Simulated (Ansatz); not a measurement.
# Molecular dynamics of Pd18C

Input:

```yaml
accuracy: low
crystal:
  lattice:
    - [11.67, 0.0, 0.0]
    - [0.0, 5.501291, 0.0]
    - [0.0, 0.0, 15.750645]
  atoms:
    - { symbol: Pd, position: [0.0, 0.0, 0.0634895] }
    - { symbol: Pd, position: [0.3333333, 0.0, 0.0634895] }
    - { symbol: Pd, position: [0.6666667, 0.0, 0.0634895] }
    - { symbol: Pd, position: [0.0, 0.5, 0.0634895] }
    - { symbol: Pd, position: [0.3333333, 0.5, 0.0634895] }
    - { symbol: Pd, position: [0.6666667, 0.5, 0.0634895] }
    - { symbol: Pd, position: [0.19255811, 0.22739429, 0.15766296] }
    - { symbol: Pd, position: [0.50319077, 0.24887147, 0.1187195] }
    - { symbol: Pd, position: [0.81969844, 0.22812294, 0.156102] }
    - { symbol: Pd, position: [0.1688915, 0.73565579, 0.1534896] }
    - { symbol: Pd, position: [0.49327634, 0.76389166, 0.1162407] }
    - { symbol: Pd, position: [0.82203056, 0.75118392, 0.14988783] }
    - { symbol: Pd, position: [0.00372446, 0.02253334, 0.22046305] }
    - { symbol: Pd, position: [0.3790756, -0.01899941, 0.24732816] }
    - { symbol: Pd, position: [0.61230551, -0.00252534, 0.23664095] }
    - { symbol: Pd, position: [-0.00634542, 0.50080265, 0.22088192] }
    - { symbol: Pd, position: [0.37462689, 0.48830019, 0.23650719] }
    - { symbol: Pd, position: [0.6231079, 0.48610655, 0.24204947] }
    - { symbol: C, position: [0.50902254, 0.73097639, 0.25167051] }
basis:
  ecutwfc: 420.0
kpoints:
  mp_grid: { grid: [1, 3, 1] }
hamiltonian:
  xc: pbesol
  pseudopotentials: { kind: paw, azcp: { folder: soft_1 } }
scf:
  occupations: { method: fermi_dirac, width: 0.05 }
  lower_state_search: "off"
md:
  timestep: 1.5
  n_steps: 170
  ensemble: nve
  temperature: 1400.0
  initial_velocities: maxwell_boltzmann
  seed: 506264
  constraints: [{ sites: [0, 1, 2, 3, 4, 5] }]
```

Launched with:

```bash
$ ansatz run input.yaml --threads 4 --pin off --max-ram 10240MiB --backend cpu --events-out ev --progress --plain --runs-dir out
```

It goes on from the last frame of an earlier run, with new velocities.

Output, in part (step lines):

```
md step     0: t =     0.00 fs  T =  1400.0 K  F+E_penalty+E_count = -124550.13026759 eV  E_kin = 2.352532 eV  conserved = -124547.77773561 eV  (18 SCF iters)
md step     1: t =     1.50 fs  T =  1398.1 K  F+E_penalty+E_count = -124550.12713555 eV  E_kin = 2.349373 eV  conserved = -124547.77776232 eV  (12 SCF iters)
md step     2: t =     3.00 fs  T =  1392.8 K  F+E_penalty+E_count = -124550.11814418 eV  E_kin = 2.340378 eV  conserved = -124547.77776657 eV  (12 SCF iters)
md step     3: t =     4.50 fs  T =  1383.8 K  F+E_penalty+E_count = -124550.10308868 eV  E_kin = 2.325327 eV  conserved = -124547.77776125 eV  (12 SCF iters)
md step     4: t =     6.00 fs  T =  1371.2 K  F+E_penalty+E_count = -124550.08193838 eV  E_kin = 2.304181 eV  conserved = -124547.77775787 eV  (12 SCF iters)
md step     5: t =     7.50 fs  T =  1355.0 K  F+E_penalty+E_count = -124550.05468407 eV  E_kin = 2.276923 eV  conserved = -124547.77776130 eV  (5 SCF iters)
md step     6: t =     9.00 fs  T =  1335.1 K  F+E_penalty+E_count = -124550.02128108 eV  E_kin = 2.243514 eV  conserved = -124547.77776695 eV  (4 SCF iters)
md step     7: t =    10.50 fs  T =  1311.6 K  F+E_penalty+E_count = -124549.98171473 eV  E_kin = 2.203952 eV  conserved = -124547.77776317 eV  (4 SCF iters)
[... lines left out ...]
md step   170: t =   255.00 fs  T =  1042.2 K  F+E_penalty+E_count = -124549.52789598 eV  E_kin = 1.751234 eV  conserved = -124547.77666175 eV  (11 SCF iters)
```

The steps, from the saved trajectory:

| time (fs) | T (K) | potential energy less start (eV) | conserved less start (meV/atom) |
| --- | --- | --- | --- |
| 0 | 1400 | 0.000 | 0.00 |
| 7.5 | 1355 | 0.076 | 0.00 |
| 15 | 1221 | 0.301 | 0.01 |
| 22.5 | 1051 | 0.587 | 0.03 |
| 30 | 910 | 0.824 | 0.01 |
| 37.5 | 771 | 1.058 | 0.03 |
| 45 | 674 | 1.221 | 0.04 |
| 52.5 | 685 | 1.203 | 0.04 |
| 60 | 777 | 1.047 | 0.02 |
| 67.5 | 900 | 0.841 | 0.02 |
| 75 | 1016 | 0.644 | -0.01 |
| 82.5 | 1028 | 0.625 | 0.01 |
| 90 | 1005 | 0.664 | 0.02 |
| 97.5 | 973 | 0.718 | -0.01 |
| 105 | 842 | 0.938 | 0.02 |
| 112.5 | 715 | 1.152 | 0.06 |
| 120 | 729 | 1.128 | 0.00 |
| 127.5 | 690 | 1.193 | -0.01 |
| 135 | 567 | 1.402 | 0.05 |
| 142.5 | 593 | 1.356 | 0.04 |
| 150 | 710 | 1.159 | -0.02 |
| 157.5 | 705 | 1.168 | 0.01 |
| 165 | 647 | 1.265 | 0.04 |
| 172.5 | 645 | 1.269 | 0.04 |
| 180 | 706 | 1.166 | 0.01 |
| 187.5 | 730 | 1.126 | 0.00 |
| 195 | 693 | 1.189 | 0.05 |
| 202.5 | 742 | 1.105 | 0.00 |
| 210 | 750 | 1.092 | 0.01 |
| 217.5 | 723 | 1.139 | 0.05 |
| 225 | 795 | 1.017 | 0.04 |
| 232.5 | 934 | 0.784 | 0.02 |
| 240 | 1051 | 0.587 | -0.01 |
| 247.5 | 1058 | 0.575 | 0.00 |
| 255 | 1042 | 0.602 | 0.06 |

The run went to its last step. The conserved energy stayed within 0.068 meV per atom of its start (net change 0.057 meV per atom), so the integration is sound. Over the second half the temperature averaged 0.54 of the 1400 K drawn at the start: a run that starts near a minimum puts about half its kinetic energy into the potential. A run of 0.26 ps of so small a system gives no equilibrium averages. Limits of this set-up: coarse k mesh, thin slab, slab without dipole correction, PAW files made for another functional, a typed lattice constant that wasn't relaxed here, low accuracy level.

Mean squared displacements from the first frame to the last: Pd 0.04 Å², C 0.04 Å².

Last frame:

```xyz
19
Lattice="11.6700 0.0000 0.0000 0.0000 5.5013 0.0000 0.0000 0.0000 15.7506" Properties=species:S:1:pos:R:3
Pd 0.000 0.000 1.000
Pd 3.890 0.000 1.000
Pd 7.780 0.000 1.000
Pd 0.000 2.751 1.000
Pd 3.890 2.751 1.000
Pd 7.780 2.751 1.000
Pd 2.028 1.401 2.438
Pd 5.819 1.375 2.142
Pd 9.585 1.321 2.723
Pd 1.988 4.091 2.534
Pd 5.852 4.174 2.047
Pd 9.680 3.999 2.278
Pd 0.132 0.220 3.657
Pd 4.198 -0.075 3.794
Pd 7.412 -0.237 3.771
Pd -0.125 2.779 3.525
Pd 4.231 2.764 3.971
Pd 7.188 2.422 3.891
C 5.923 4.207 3.894
```

The run took 24 min on 4 threads of Intel(R) Xeon(R) Platinum 8259CL CPU @ 2.50GHz (Skylake/Cascade Lake) (shared host), peak memory 2.1 GiB.
